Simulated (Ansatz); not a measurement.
`C#CO[SiH2]F` + CH₃NH₂ → `C#CNC` + `O[SiH2]F` at 700 K and 1 bar (substitution at a C–O bond).

Gas-phase electronic energies from Ansatz, PBE0-D4/def2-TZVP geometries. CBS: MP2 limit from def2 TZ/QZ plus the TZ coupled-cluster correction, frozen cores. One conformer a species, not always the lowest.

| species | CCSD(T)/CBS energy (Eh) | H − E (kJ/mol) | S (J/(mol·K)) |
| --- | --- | --- | --- |
| `C#CO[SiH2]F` | -541.96553 | 181.0 | 430.1 |
| CH₃NH₂ | -95.75281 | 207.6 | 296.6 |
| `C#CNC` | -171.77864 | 250.9 | 378.4 |
| `O[SiH2]F` | -465.96250 | 137.3 | 346.2 |

H − E and S are ideal-gas, rigid-rotor, harmonic terms from PBE0-D4/def2-TZVP, for one conformer and one mirror image of each species. 1 Eh = 2625.50 kJ/mol, R = 8.31446 J/(mol·K).

**Question.** By hand: ΔE, ΔH, ΔS and ΔG.

**Answer.** ΔE = (-171.77864) + (-465.96250) − (-541.96553) − (-95.75281) = -0.02280 Eh = -59.9 kJ/mol. Δ(H − E) = 250.9 + 137.3 − 181.0 − 207.6 = -0.4, so ΔH = -60.3 kJ/mol. ΔS = 378.4 + 346.2 − 430.1 − 296.6 = -2.1 J/(mol·K). ΔG = -60.3 − 700 × (-2.1)/1000 = -58.8 kJ/mol.

**Question.** By hand: the equilibrium constant, and the temperature at which ΔG would vanish if ΔH and ΔS stayed fixed.

**Answer.** log₁₀ K = −ΔG/(RT ln 10) = 4.4. ΔG = 0 at ΔH/ΔS = 28714 K, far beyond where these terms or the molecules hold.

The number of gas molecules stays the same, so ΔS is small and ΔH decides. A doubt of 5 kJ/mol in ΔE shifts log₁₀ K by 0.4 here. Other conformers and mirror images would add mixing entropy, several J/(mol·K) or more a flexible species. Modes under 60 cm⁻¹, often nearly free rotors, make the harmonic entropy too high. These are equilibria of isolated gas molecules and say nothing of rates. Largest T1 diagnostic: 0.013 (customary marks: 0.02 for closed shells, 0.045 for open ones).
